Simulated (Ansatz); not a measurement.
Consider the hydrogenolysis of a B–Cl bond: `F[Si](F)(F)BCl` + H₂ → `B[Si](F)(F)F` + HCl.

Program: Ansatz. Geometries: PBE0-D4/def2-TZVP. ΔE: electronic, gas phase. CBS: MP2 limit from def2 TZ/QZ plus the TZ coupled-cluster correction, frozen cores. This one scheme is used for every species. DFT in def2-TZVPP. B3LYP here is the variant with VWN-RPA as its local correlation; programs differ in this. HSE06 is defined as in plane-wave codes. One conformer a species, not always the lowest.

```tsv
level	ΔE (kJ/mol)	difference from CCSD(T)/CBS
PBE-D4	88.9	12.4
revPBE-D4	90.9	14.4
BLYP-D4	86.1	9.6
r2SCAN-D4	86.1	9.6
PBE0-D4	81.0	4.5
B3LYP-D4	79.7	3.2
r2SCANh-D4	83.8	7.3
r2SCAN0-D4	80.6	4.1
HSE06-D4	81.2	4.7
BHLYP-D4	72.1	-4.4
CAM-B3LYP-D4	74.4	-2.1
ωB97X-V	74.9	-1.6
ωB97M-V	78.2	1.7
B2PLYP	75.7	-0.8
PBE-QIDH	77.2	0.7
PBE	84.4	7.9
revPBE	81.2	4.7
BLYP	76.9	0.4
r2SCAN	85.0	8.5
PBE0	77.1	0.6
B3LYP	72.4	-4.1
r2SCANh	82.6	6.1
r2SCAN0	79.2	2.7
HSE06	77.4	0.9
CAM-B3LYP	70.3	-6.2
LC-ωPBE	71.4	-5.1
RPA@PBE/def2-TZVPP	73.7	-2.8
HF/def2-SVP	53.4	-23.1
MP2/def2-SVP	87.7	11.2
CCSD/def2-SVP	76.5	0.0
CCSD(T)/def2-SVP	82.5	6.0
HF/def2-TZVPP	51.1	-25.4
MP2/def2-TZVPP	82.1	5.6
CCSD/def2-TZVPP	68.3	-8.2
CCSD(T)/def2-TZVPP	75.0	-1.5
MP2/def2-QZVPP	82.8	6.3
SCS-MP2/def2-QZVPP	75.3	-1.2
HF/CBS(def2)	50.5	-26.0
MP2/CBS(def2)	83.6	7.1
CCSD/CBS(def2)	69.8	-6.7
CCSD(T)/CBS	76.5	0
```

Largest T1 diagnostic among the species: 0.013.

In def2-TZVPP, CCSD(T) changes the Hartree–Fock value by +23.8 kJ/mol (the triples alone add +6.7 kJ/mol) and MP2 by +30.9 kJ/mol. At CCSD(T), def2-SVP lies +6.0 kJ/mol from the extrapolated value and def2-TZVPP −1.5 kJ/mol. Leaving LDA and LC-ωPBE aside and taking each functional with its dispersion term where it has one, the values spread over 18.8 kJ/mol, from BHLYP-D4 to revPBE-D4. LDA lies +6.6 kJ/mol from PBE without D4.
